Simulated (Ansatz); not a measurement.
Total energies of C$_{3}$H$_{9}$NSi, SMILES `C/C=C/[SiH2]N`.

```xyz
14

C     0.335   -2.516    0.468
C    -0.099   -1.094    0.558
C     0.499   -0.056   -0.028
Si   -0.116    1.679    0.158
N    -0.424    2.366   -1.389
H    -0.461   -3.141    0.050
H     0.554   -2.919    1.463
H     1.225   -2.627   -0.153
H    -0.985   -0.911    1.166
H     1.382   -0.251   -0.637
H    -1.295    1.598    1.077
H     0.891    2.578    0.787
H    -0.433    3.367   -1.499
H    -1.074    1.927   -2.021
```

Charge 0, multiplicity 1. All single points use the PBE0-D4/def2-TZVP geometry. It is one conformer, not always the lowest. Basis def2-TZVPP, Ansatz 0.2.0.

RPA on PBE orbitals: Hartree–Fock energy of these orbitals -462.26997 Eh, correlation -1.42380 Eh (frozen core).

| functional | energy without D4 (Eh) | D4 term (kJ/mol) |
| --- | --- | --- |
| LDA (SPW92) | -461.31625 | – |
| PBE | -463.67896 | -26.2 |
| BLYP | -463.97916 | -57.8 |
| r2SCAN | -463.93595 | -6.8 |
| B3LYP | -464.10305 | -41.9 |
| r2SCANh | -463.92740 | -7.1 |
| BHLYP | -463.96402 | -30.6 |
| CAM-B3LYP | -463.98269 | -22.3 |
| LC-ωPBE | -463.86754 | – |
| ωB97X-V | -463.97242 | – |

Q: Give the same for revPBE, B97M-V, PBE0, r2SCAN0, HSE06 (plane-wave form), ωB97M-V, B2PLYP, PBE-QIDH. (Best estimate.)

A: The calculation gave: 
| functional | energy without D4 (Eh) | D4 term (kJ/mol) |
| --- | --- | --- |
| revPBE | -463.95200 | -83.9 |
| B97M-V | -463.99173 | – |
| PBE0 | -463.73319 | -22.1 |
| r2SCAN0 | -463.91561 | -7.8 |
| HSE06 (plane-wave form) | -463.71611 | -20.5 |
| ωB97M-V | -463.95709 | – |
| B2PLYP | -463.79249 | – |
| PBE-QIDH | -463.62511 | – |

B3LYP takes the VWN-RPA correlation (the form of Gaussian; ORCA's B3LYP/G). HSE06 is the plane-wave form, built on full-range PBE exchange. The double hybrids freeze the cores in their second-order part.

LC-ωPBE has ω = 0.4 bohr⁻¹.
